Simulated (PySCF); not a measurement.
Species: C5H11NOSi2.
Atom-mapped SMILES: `[CH3:1][O:2][C@@H:3]1[CH2:4][C@@H:5]([C:6]#[N:7])[SiH2:8][SiH2:9]1`

Structure used (GFN2-xTB), in Å, numbered top down from 1:
```
atom  x, y, z in Å
C1     2.524   -0.277   -0.853
O2     1.428    0.575   -0.641
C3     0.807    0.474    0.633
C4    -0.044   -0.792    0.774
C5    -1.100   -0.851   -0.341
C6    -1.978   -1.958   -0.151
N7    -2.696   -2.834    0.022
Si8   -2.065    0.834   -0.403
Si9   -0.353    2.012    0.625
H10    2.227   -1.331   -0.894
H11    2.956    0.008   -1.811
H12    3.275   -0.153   -0.064
H13    1.576    0.479    1.419
H14    0.582   -1.690    0.742
H15   -0.533   -0.772    1.752
H16   -0.590   -0.988   -1.300
H17   -2.430    1.084   -1.801
H18   -3.316    0.672    0.347
H19    0.329    3.098   -0.073
H20   -0.603    2.422    2.015
```

NICS = −σ at a ghost point: NICS(0) at the centroid of the ring atoms, NICS(1) 1 Å to either side along the normal of their mean plane, zz for the tensor component along that normal. Level: GIAO PBE0/pcSseg-1 (PySCF, non-relativistic, gas phase) on the GFN2-xTB geometry, one conformer.

Ring bond lengths (Å), with Mayer bond orders in brackets: C3–C4 1.532 (1.02), C4–C5 1.536 (0.96), C5–Si8 1.943 (0.79), Si8–Si9 2.318 (0.92), Si9–C3 1.925 (0.84).

**Question.** Give the NICS values of each ring in ppm.

**Answer.** 
```json
{"ring": "C3–C4–C5–Si8–Si9", "type": "5-membered ring with 2 Si; formal bonds all single", "NICS(0)": "-4.5", "NICS(1), two faces": "-3.8 / -4.1", "NICS(1)zz, two faces": "-1.6 / -1.8", "rms pucker (Å)": "0.22", "centre to ring atoms, mean (Å)": "1.53"}
```

**Question.** What do they say, and how far can they be read as aromaticity?

**Answer.** 
- C3–C4–C5–Si8–Si9: mean NICS(1)zz -1.7 ppm, near zero. C3, C4, C5, Si8, Si9 have four or more neighbours, so the value isn't read as a sign of a π ring current.

**Question.** How shielded are the nuclei of the rings and their hydrogens (means over atoms taken as equivalent)?

**Answer.** 
```json
{"atoms": "C3", "environment": "sp3 carbon bound to oxygen", "σ isotropic (ppm)": "108.7", "principal values of the symmetric part, first atom (ppm)": "86.1, 90.2, 149.9"}
{"atoms": "C4", "environment": "ring CH2 carbon", "σ isotropic (ppm)": "151.8", "principal values of the symmetric part, first atom (ppm)": "125.7, 157.8, 172.0"}
{"atoms": "C5", "environment": "sp3 carbon bound to silicon", "σ isotropic (ppm)": "178.3", "principal values of the symmetric part, first atom (ppm)": "161.1, 181.5, 192.2"}
{"atoms": "Si8", "environment": "SiH2 silicon", "σ isotropic (ppm)": "407.3", "principal values of the symmetric part, first atom (ppm)": "367.5, 391.2, 463.1"}
{"atoms": "Si9", "environment": "SiH2 silicon", "σ isotropic (ppm)": "411.1", "principal values of the symmetric part, first atom (ppm)": "365.3, 407.0, 461.0"}
{"atoms": "H13", "environment": "methine hydrogen", "σ isotropic (ppm)": "27.84", "principal values of the symmetric part, first atom (ppm)": "25.1, 26.8, 31.6"}
{"atoms": "H14", "environment": "methylene hydrogen", "σ isotropic (ppm)": "28.67", "principal values of the symmetric part, first atom (ppm)": "23.9, 28.1, 34.0"}
{"atoms": "H15", "environment": "methylene hydrogen", "σ isotropic (ppm)": "30.53", "principal values of the symmetric part, first atom (ppm)": "26.6, 28.6, 36.4"}
{"atoms": "H16", "environment": "methine hydrogen", "σ isotropic (ppm)": "29.62", "principal values of the symmetric part, first atom (ppm)": "24.6, 29.2, 35.1"}
{"atoms": "H17", "environment": "Si–H hydrogen", "σ isotropic (ppm)": "27.41", "principal values of the symmetric part, first atom (ppm)": "24.0, 24.9, 33.3"}
{"atoms": "H18", "environment": "Si–H hydrogen", "σ isotropic (ppm)": "27.64", "principal values of the symmetric part, first atom (ppm)": "23.9, 25.7, 33.4"}
{"atoms": "H19", "environment": "Si–H hydrogen", "σ isotropic (ppm)": "27.90", "principal values of the symmetric part, first atom (ppm)": "23.9, 25.8, 34.0"}
{"atoms": "H20", "environment": "Si–H hydrogen", "σ isotropic (ppm)": "27.66", "principal values of the symmetric part, first atom (ppm)": "24.4, 24.7, 33.9"}
```
